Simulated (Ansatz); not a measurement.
Vertical ionisation energy (eV) of eight silicon and germanium compounds: PBE beside CAM-B3LYP, computed with Ansatz (a quantum-chemistry and plane-wave program) for isolated molecules in the bases named; differences from unrounded values. The eight are the first of their class met in an unordered collection, after screening for sound electronic states; none was chosen by its value. Functionals give these values as differences of separate SCF runs (ΔSCF), EOM-CCSD as a root; each molecule has one DFT geometry for both levels.

```json
[
 {"molecule": "silanone (H2OSi), SMILES [SiH2]=O", "basis": "def2-TZVPD", "CAM-B3LYP": "10.80", "PBE": "10.76", "difference": "-0.04"},
 {"molecule": "silylarsine (AsH₅Si), SMILES [SiH3][AsH2]", "basis": "def2-TZVPD", "CAM-B3LYP": "9.77", "PBE": "9.64", "difference": "-0.13"},
 {"molecule": "CH₃F₃Si, SMILES FC[SiH](F)F", "basis": "def2-SVPD", "CAM-B3LYP": "11.94", "PBE": "11.17", "difference": "-0.77"},
 {"molecule": "Si(CF3)(Cl)(H)2 (CH2ClF3Si), SMILES FC(F)([SiH2]Cl)F", "basis": "def2-SVPD", "CAM-B3LYP": "11.89", "PBE": "11.03", "difference": "-0.86"},
 {"molecule": "CH8SSi2, SMILES C[SiH2]S[SiH3]", "basis": "def2-SVPD", "CAM-B3LYP": "9.36", "PBE": "9.07", "difference": "-0.29"},
 {"molecule": "Si(GeH3)(H)2(OH) (GeH₆OSi), SMILES O[SiH2][GeH3]", "basis": "def2-SVPD", "CAM-B3LYP": "10.07", "PBE": "9.64", "difference": "-0.44"},
 {"molecule": "Si(H)2(OH)(SMe) (CH6OSSi), SMILES CS[SiH2]O", "basis": "def2-SVPD", "CAM-B3LYP": "9.34", "PBE": "9.15", "difference": "-0.19"},
 {"molecule": "CH6O2Si2, SMILES C1O[Si@H](O)[SiH2]1", "basis": "def2-SVPD", "CAM-B3LYP": "9.74", "PBE": "9.26", "difference": "-0.47"}
]
```

PBE lies below CAM-B3LYP in 8 and above it in 0 of the eight; the mean signed difference is -0.40 and the largest -0.86 eV.
